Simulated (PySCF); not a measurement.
InGa and its ions

PBE0; PySCF, scalar-relativistic core potentials, basis sets In cc-pVDZ-PP with ECP28, Ga cc-pVDZ-PP with ECP10. Neutral (UKS): triplet (σ ↑, π ↑), Re = 2.890 Å, ωe = 138 cm⁻¹, De = 1.34 eV, HOMO -4.16 eV, LUMO -2.66 eV.

InGa⁺ (UKS): doublet (σ ↑), Re = 3.425 Å, ωe = 81.2 cm⁻¹, De = 1.31 eV to In⁺ + Ga. The energies at the minima are -449.55851 hartree for InGa and -449.35179 for InGa⁺.

Q: Work out the adiabatic ionisation energy, without and with harmonic zero-point energies (1 hartree = 27.2114 eV, 1 eV = 8065.5 cm⁻¹), and the change of the bond length.

A: At PBE0: 0.20672 hartree = 5.625 eV between the minima; the zero-point term (81.2 − 138.0)/2 cm⁻¹ = -0.004 eV makes it 5.622 eV. Re changes by +53.5 pm against the neutral. The electron leaves a π orbital, and the ion is left as a loose complex of an ion and an atom.

Spin–orbit coupling is left out, which matters for elements this heavy, above all for dissociation energies. For an ion De counts to the pair picked by the measured ionisation energies or electron affinities, which need not be the lowest pair at this level. States were picked by a PBE0 search and need not be the measured ground states.
